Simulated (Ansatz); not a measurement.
Calculated with Ansatz (gas phase, PBE0-D4/def2-TZVP geometries, no zero-point term in ΔE). CCSD(T)/CBS adds triple-zeta CCSD(T) − MP2 to the extrapolated MP2 energy (def2 sets, frozen cores). This one scheme is used for every species. DFT in def2-TZVPP.

Reaction (ligand exchange at a B–C bond): `BC(B)=C` + `BN` → `BNB` + `BC=C`

| level | ΔE (kJ/mol) |
| --- | --- |
| B97M-V | -86.6 |
| PBE0-D4 | -86.0 |
| revPBE | -85.9 |
| r2SCAN0 | -89.2 |
| CAM-B3LYP | -92.0 |
| RPA@PBE/def2-TZVPP | -86.7 |
| HF/def2-TZVPP | -93.3 |
| CCSD(T)/def2-TZVPP | -88.6 |

(1) What does CCSD(T)/CBS give? (Estimate.)

(2) What do rigid-rotor, harmonic-oscillator terms from PBE0-D4/def2-TZVP frequencies (298.15 K, 1 bar) make of the CCSD(T)/CBS value? (An estimate is asked.)

Largest T1 diagnostic among the species: 0.012.

Results:

(1) Ansatz gave: -88.5 kJ/mol. The listed levels differ from it by 1.9, 2.5, 2.6, -0.7, -3.5, 1.8, -4.8, -0.1 kJ/mol.

(2) Computed: ΔZPE = +3.6 kJ/mol, ΔH = -86.7 kJ/mol, ΔS = -4 J/(mol·K), ΔG = -85.5 kJ/mol.

At CCSD(T), def2-SVP lies −7.6 kJ/mol from the extrapolated value and def2-TZVPP −0.1 kJ/mol. In def2-TZVPP, CCSD(T) changes the Hartree–Fock value by +4.8 kJ/mol (the triples alone add +1.0 kJ/mol) and MP2 by +4.9 kJ/mol.
